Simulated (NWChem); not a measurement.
Molecule: GaClF2; SMILES [F][Ga]([F])[Cl]

```xyz
4

Ga     0.0000     0.0000     0.2964
F      0.0000    -1.4780     1.1987
F      0.0000     1.4780     1.1987
Cl     0.0000     0.0000    -1.8097
```
Atoms are numbered in this order, from 1.

The geometry was optimised at PBE0/def2-SVP.

Symmetry labels are those of C2v in the frame above (b1 and b2, or b-type labels, depend on it).

List the 4 lowest vertical singlet excitations from CAM-B3LYP/def2-SVPD, TDA (NWChem).


| state | energy (eV) | oscillator strength | symmetry | leading excitation (squared amplitude) |
|---|---|---|---|---|
| S1 | 6.40 | 0.021 | b2 | HOMO → LUMO (0.96) |
| S2 | 6.52 | 0.019 | b1 | HOMO−1 → LUMO (0.96) |
| S3 | 7.52 | 0.000 | a2 | HOMO → LUMO+1 (0.98) |
| S4 | 7.66 | 0.042 | a1 | HOMO−2 → LUMO (0.57) |
